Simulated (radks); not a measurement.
Values are calculated unless marked as measured or tabulated.
Ionisation of the manganese ion Mn+, [Ar] 3d5 4s1, to Mn2+, [Ar] 3d5, under several functionals. Non-relativistic Kohn-Sham, spin-polarised, spherical densities, point nucleus; open shells are filled with parallel spins first; a radial shooting solver on a logarithmic mesh with Libxc functionals.

| functional | E(Mn+) (hartree) | Exc (hartree) | IE (eV) | -e(HOMO) (eV) | <r> HOMO (bohr) | IE error (eV) |
|---|---|---|---|---|---|---|
| BP86 | -1150.88644 | -52.05102 | 16.173 | 12.628 | 2.753 | +0.533 |
| PW91 | -1150.80735 | -51.97509 | 16.175 | 12.541 | 2.765 | +0.535 |
| exchange-only LDA | -1146.36276 | -47.42438 | 15.744 | 12.125 | 2.779 | +0.104 |
| OLYP | -1150.98391 | -52.20738 | 15.581 | 12.041 | 2.774 | -0.059 |
| exchange-only B88 | -1149.73821 | -50.87201 | 15.833 | 12.202 | 2.784 | +0.193 |
| revPBE | -1150.63405 | -51.79809 | 15.979 | 12.382 | 2.772 | +0.339 |
| B86b exchange with PBE correlation | -1150.77161 | -51.93729 | 16.136 | 12.489 | 2.768 | +0.496 |
| PBEsol | -1149.38296 | -50.51756 | 16.056 | 12.486 | 2.755 | +0.416 |

NIST Atomic Spectra Database: 15.640 eV (measured). Closest: OLYP. The Delta-SCF values span 0.59 eV, the total energies 4.62 hartree. The highest occupied level is 4s. Open shells are spherical and high-spin; term and fine-structure splittings are not resolved.
